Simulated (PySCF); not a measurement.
AlCl$_{3}$, singlet, at a GFN2-xTB geometry (such geometries of metal compounds can be far from the true shape).

The PySCF input:
```python
from pyscf import gto, scf, dft

mol = gto.Mole()
mol.atom = '''
    Al    0.000072   -0.000033   -0.011684
    Cl    0.011725    2.029809   -0.002627
    Cl    1.751942   -1.025031    0.016586
    Cl   -1.763722   -1.004752   -0.005024
'''
mol.basis = '6-31g*'
mol.charge = 0
mol.spin = 0
mol.verbose = 4
mol.build()

mf = dft.RKS(mol)
mf.xc = 'camb3lyp'
mf.kernel()
```

Task: What does this run give for the Mulliken (on the basis functions themselves) charges in atom order, total energy, HOMO-LUMO gap?

Result: 
```yaml
Mulliken (on the basis functions themselves) charges in atom order: Al1 0.48, Cl2 -0.16, Cl3 -0.16, Cl4 -0.16
total_energy: -1623.2023 Eh
HOMO-LUMO gap: 10.52 eV
```

Task: Roughly what does it cost on one core?

Result: around 19 core-seconds (rough).
